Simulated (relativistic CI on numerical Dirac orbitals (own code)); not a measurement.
Transition arrays of Pr XXII

Computed by Dirac-Coulomb-Breit CI, KLI orbitals optimised for each configuration, model QED (radiative potential, 1s self-energy scaled to tabulated hydrogen-like ionisation energies), valence Slater integrals scaled by 0.9, whole transition arrays (own radial code, finite nucleus).

Configuration list (outside the closed core [Ar] 3d10 4s2): 4p6 4d2, 4p6 4d 4f, 4p5 4d3, 4p6 4d 5p, 4p6 4d 5f. Levels of other configurations are missing.

All E1 lines from the levels of 4p6 4d2; mean and standard deviation are weighted by gf, and upper levels are sorted by their leading configuration.

| Upper configuration | Lines | Σgf | Mean (eV) | Mean (nm) | σ (eV) | Strongest line (nm) |
| --- | --- | --- | --- | --- | --- | --- |
| 4p6 4d 4f | 36 | 49.7 | 143.48 | 8.641 | 4.43 | 8.536 |
| 4p5 4d3 | 511 | 202.0 | 144.29 | 8.593 | 9.23 | 8.390 |
| 4p6 4d 5p | 60 | 9.6 | 223.81 | 5.540 | 3.13 | 5.504 |
| 4p6 4d 5f | 81 | 15.8 | 323.07 | 3.838 | 2.80 | 3.848 |

Σgf per state of the lower configuration in bins of 0.2 nm over the central range (centre: value): 3.7: 0.07, 3.9: 0.28, 5.5: 0.16, 5.7: 0.04, 8.1: 0.23, 8.3: 1.95, 8.5: 2.13, 8.7: 0.71, 8.9: 0.05, 9.1: 0.04, 9.5: 0.03, 9.9: 0.08, 10.1: 0.04, 10.3: 0.06, 10.5: 0.05, 10.7: 0.03.

(1) How do configuration mixing and the scaling of the Slater integrals move the arrays?

## Answers

(1) Slater scale 0.9, no configuration mixing: 4p6 4d 4f 131.3 ± 4.4 eV (Σgf 59.8), 4p5 4d3 137.3 ± 11.7 eV (Σgf 175.7), 4p6 4d 5p 223.9 ± 3.1 eV (Σgf 10.8), 4p6 4d 5f 323.0 ± 2.8 eV (Σgf 16.7); Slater scale 1: 4p6 4d 4f 146.4 ± 2.9 eV (Σgf 47.2), 4p5 4d3 146.9 ± 9.3 eV (Σgf 209.3), 4p6 4d 5p 223.8 ± 3.2 eV (Σgf 9.4), 4p6 4d 5f 323.1 ± 2.9 eV (Σgf 15.8); Slater scale 0.8: 4p6 4d 4f 140.9 ± 4.8 eV (Σgf 51.4), 4p5 4d3 141.6 ± 9.3 eV (Σgf 195.5), 4p6 4d 5p 223.8 ± 3.0 eV (Σgf 9.7), 4p6 4d 5f 323.1 ± 2.7 eV (Σgf 15.9). With mixing, levels are counted to their leading configuration, so an array can shrink or vanish into another, and the sums then hold other lines.
